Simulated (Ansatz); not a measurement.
Energy profile

The step: GeSiH₆ ([SiH3][GeH3]) + HF → GeH₃F ([F][GeH3]) + SiH₄; bonds formed: Ge1–F7, Si2–H6; bonds broken: Ge1–Si2, H6–F7 (atoms numbered as in the saddle structure below).

```
10
angstrom
Ge -0.7759 1.0816 0.0691
Si 0.6207 -1.2482 -0.2831
H -0.3154 2.3536 -0.6397
H -1.7272 1.2159 1.2563
H -1.4904 0.1941 -0.9958
H 0.7854 0.2075 0.7096
F 0.8222 1.2598 1.3636
H 0.7679 -1.0630 -1.7482
H -0.5448 -2.1195 0.0103
H 1.8573 -1.8819 0.2581
```

Electronic energies by CCSD(T) at an estimated basis limit (MP2 extrapolated from triple and quadruple zeta, plus CCSD(T) − MP2 in triple zeta), on PBE0-D4/def2-TZVP structures; GeSiH7F, closed shell; no counterpoise correction. Computed with Ansatz 0.2.0 (basis: def2-TZVPP and def2-QZVPP); correlated methods freeze the cores. Filled d shells of the heavier atoms are correlated. The def2 sets are not built for correlating such inner shells, so the correlated values are less sure here. Extrapolation: Hartree–Fock as exp(−7.88 √X), correlation as X^−2.97.

**Question.** Give the profile in kcal/mol, counted from the separated reactants. (To be estimated.)

**Answer.** By the calculation:
```csv
point,kcal/mol
"separated: GeSiH6 (linked as [SiH3][GeH3]; Ge1, Si2, H3, H4, H5, H8, H9, H10; singlet) + HF (H6, F7; singlet)",0.00
start structure,-1.51
saddle,47.96
end structure,-8.04
"separated: GeH3F (linked as [F][GeH3]; Ge1, H3, H4, H5, F7; singlet) + SiH4 (Si2, H6, H8, H9, H10; singlet)",-7.24
```

No T1 diagnostic of these runs exceeds 0.015. The end structure is not quite a true minimum (one mode of 41i cm⁻¹).

Steps of this kind, hydrogen fluoride cutting a network bond, underlie vapour etching and the fluorination step of atomic layer etching.

For scale, one of the runs: CCSD(T)/def2-TZVPP, 219 basis functions, launched by `ansatz run in.yaml --threads 4 --pin off --events-out ev --progress --plain --max-ram 9574MiB`. Time: 110 s of wall clock on 4 CPU threads of an Intel Xeon; the host was shared. Peak host memory: 3.2 GiB.
